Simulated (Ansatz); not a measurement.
Cost and result for the atomization energy of `CSB[SiH2]O` (12 atoms, 11 bonds).

```xyz
12

C     0.6415    1.4821   -2.0214
S     0.4985   -0.0506   -1.0696
B    -0.1703    0.3645    0.4907
Si   -0.5136   -1.1333    1.7833
O    -0.0521   -2.6238    1.2280
H     1.6766    1.6022   -2.3404
H     0.3402    2.3268   -1.4055
H     0.0028    1.4151   -2.9019
H    -0.4221    1.5075    0.7402
H     0.2439   -0.9315    3.0468
H    -1.9689   -1.1212    2.1283
H    -0.2765   -2.8378    0.3215
```

Total charge 0; spin multiplicity 1. Geometry: relaxed with PBE0-D4/def2-TZVP. It is one conformer, not always the lowest. Program: Ansatz. All runs use 4 threads of an Arm Neoverse V2 on a shared host. Times are those of one run each, without the atoms' runs, and a repeat can differ threefold. Electronic energies, without spin–orbit coupling; frozen cores. CCSD(T)/CBS adds CCSD(T) − MP2 in def2-TZVPP to the MP2 limit, and its time is that of the two runs behind it. T1 = 0.014. HSE06 is the plane-wave form, built on full-range PBE exchange.

CCSD(T)/CBS is a level of theory with its own doubt, some kJ/mol a heavy atom from the limit and from the frozen cores, so smaller differences don't rank the functionals.

```json
{"level": "LDA (SPW92)/def2-TZVPP", "functions": "275", "wall time": "1.5 s"}
{"level": "BLYP-D4/def2-TZVPP", "functions": "275", "wall time": "2.4 s"}
{"level": "BHLYP-D4/def2-TZVPP", "functions": "275", "wall time": "3.2 s"}
{"level": "CAM-B3LYP-D4/def2-TZVPP", "functions": "275", "wall time": "3.7 s"}
{"level": "PBE0-D4/def2-TZVPP", "functions": "275", "wall time": "4.6 s"}
{"level": "CCSD(T)/def2-SVP", "functions": "113", "wall time": "5 s"}
{"level": "B2PLYP/def2-TZVPP", "functions": "275", "wall time": "6 s"}
{"level": "HSE06-D4/def2-TZVPP", "functions": "275", "wall time": "8 s"}
{"level": "ωB97X-V/def2-TZVPP", "functions": "275", "wall time": "8.5 s"}
{"level": "B97M-V/def2-TZVPP", "functions": "275", "wall time": "9 s"}
{"level": "MP2/def2-QZVPP", "functions": "521", "wall time": "25 s"}
{"level": "CCSD(T)/def2-TZVPP", "functions": "275", "wall time": "3.1 min"}
{"level": "CCSD(T)/CBS(def2)", "functions": "–", "wall time": "3.5 min"}
```

Problem. What atomization energy does each give, and how far from CCSD(T)/CBS? (An estimate is asked.)

Solution. Ansatz gave: 
```csv
level,atomization (kJ/mol),difference from CCSD(T)/CBS,per bond
LDA (SPW92)/def2-TZVPP,4819.5,571.9,52.0
BLYP-D4/def2-TZVPP,4227.6,-20.0,-1.8
BHLYP-D4/def2-TZVPP,4146.9,-100.7,-9.1
CAM-B3LYP-D4/def2-TZVPP,4259.6,12.0,1.1
PBE0-D4/def2-TZVPP,4245.2,-2.4,-0.2
CCSD(T)/def2-SVP,3979.0,-268.6,-24.4
B2PLYP/def2-TZVPP,4198.5,-49.1,-4.5
HSE06-D4/def2-TZVPP,4248.0,0.4,0.0
ωB97X-V/def2-TZVPP,4266.1,18.5,1.7
B97M-V/def2-TZVPP,4277.1,29.5,2.7
MP2/def2-QZVPP,4255.8,8.2,0.7
CCSD(T)/def2-TZVPP,4136.4,-111.2,-10.1
CCSD(T)/CBS(def2),4247.6,0.0,0.0
```

At CCSD(T), def2-SVP lies −268.5 kJ/mol from the extrapolated value and def2-TZVPP −111.1 kJ/mol: correlation converges slowly with the basis, and small sets miss more of it in the bonded molecule than in its fragments. From r2SCAN to r2SCAN0 (25 % exact exchange), in def2-TZVPP and without D4, the atomization energy moves by −58.5 kJ/mol: exact exchange takes away binding that semilocal exchange gives to molecules. The D4 term adds +41.0 kJ/mol with B3LYP and +21.5 kJ/mol with PBE0; it sums over pairs of atoms, weighted by their polarisabilities, and B3LYP, whose exchange is more repulsive, gets the larger term.

B3LYP here is the variant with VWN-RPA as its local correlation; programs differ in this.
